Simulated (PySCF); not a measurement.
## C₆H₁₂O: calculation and literature

Molfile (atoms numbered from 1):
```
C6H12O
     RDKit          3D

 19 19  0  0  0  0  0  0  0  0999 V2000
    2.6643   -1.1248   -0.3409 O   0  0  0  0  0  0  0  0  0  0  0  0
    1.8842    0.0270   -0.5576 C   0  0  0  0  0  0  0  0  0  0  0  0
    0.6111    0.0560    0.2882 C   0  0  0  0  0  0  0  0  0  0  0  0
   -0.3197   -1.1293    0.0097 C   0  0  0  0  0  0  0  0  0  0  0  0
   -1.6876   -0.6128    0.4393 C   0  0  0  0  0  0  0  0  0  0  0  0
   -1.7017    0.8139   -0.1089 C   0  0  0  0  0  0  0  0  0  0  0  0
   -0.2505    1.3069    0.0214 C   0  0  0  0  0  0  0  0  0  0  0  0
    2.8607   -1.1903    0.6003 H   0  0  0  0  0  0  0  0  0  0  0  0
    1.6305    0.0089   -1.6204 H   0  0  0  0  0  0  0  0  0  0  0  0
    2.4770    0.9337   -0.3584 H   0  0  0  0  0  0  0  0  0  0  0  0
    0.9015    0.0341    1.3456 H   0  0  0  0  0  0  0  0  0  0  0  0
   -0.3226   -1.3466   -1.0594 H   0  0  0  0  0  0  0  0  0  0  0  0
   -0.0168   -2.0301    0.5409 H   0  0  0  0  0  0  0  0  0  0  0  0
   -2.5072   -1.2159    0.0513 H   0  0  0  0  0  0  0  0  0  0  0  0
   -1.7552   -0.5998    1.5287 H   0  0  0  0  0  0  0  0  0  0  0  0
   -2.4008    1.4552    0.4261 H   0  0  0  0  0  0  0  0  0  0  0  0
   -1.9982    0.7965   -1.1582 H   0  0  0  0  0  0  0  0  0  0  0  0
   -0.1508    2.0216    0.8378 H   0  0  0  0  0  0  0  0  0  0  0  0
    0.0719    1.8053   -0.8929 H   0  0  0  0  0  0  0  0  0  0  0  0
  1  2  1  0
  2  3  1  0
  3  4  1  0
  4  5  1  0
  5  6  1  0
  6  7  1  0
  7  3  1  0
  1  8  1  0
  2  9  1  0
  2 10  1  0
  3 11  1  0
  4 12  1  0
  4 13  1  0
  5 14  1  0
  5 15  1  0
  6 16  1  0
  6 17  1  0
  7 18  1  0
  7 19  1  0
M  END
```

The experiment to reproduce: δ ¹³C C3 41.2; C4/C7 28.3; C5/C6 24.5 ppm (measured; solution, not stated per compound (mostly CDCl3 or CCl4); Pretsch, Buehlmann, Badertscher, Structure Determination of Organic Compounds, 4th ed. (2009)).

Theoretical values (PySCF 2.14): shieldings: GIAO PBE0/pcSseg-1, GFN2-xTB structure. Averaged over atoms made equivalent by symmetry, fast rotation or ring inversion, a single conformation, no relativistic terms, isolated molecule.

Q: What does the calculation give, and how does it compare?

A: 
Reference values: measured (solution, not stated per compound (mostly CDCl3 or CCl4); Pretsch, Buehlmann, Badertscher, Structure Determination of Organic Compounds, 4th ed. (2009)).
| atoms | quantity | reference | computed | computed, scaled |
| --- | --- | --- | --- | --- |
| C3 | δ ¹³C | 41.2 | 49.2 | 46.0 |
| C4/C7 | δ ¹³C | 28.3 | 32.8 | 29.9 |
| C5/C6 | δ ¹³C | 24.5 | 29.8 | 27.0 |

Computed shifts are σ(ref) − σ with the named reference compound (TMS for H and C) calculated as an isolated molecule at the same level. The measured values may be among those fitted. Shieldings were converted by linear fits to measured shifts (mostly CDCl3, TMS scale, for H and C): ¹³C: δ = 180.61 − 0.978σ (rms 2.1 ppm, 210 shifts, 2.3 ppm with the 2 outliers that the fit left out). Occasional misses reach two or three times the rms, and more in compound classes unlike the fitted ones.

Q: How far are the unscaled ¹³C shifts from the references?

A: Mean signed difference +5.93 ppm, mean absolute 5.93 ppm over 3 comparisons; the largest is +8.0 ppm at C3 (sp3 CH in a ring).

The carbons averaged at δ 32.8 differ by 10 ppm in this conformer.
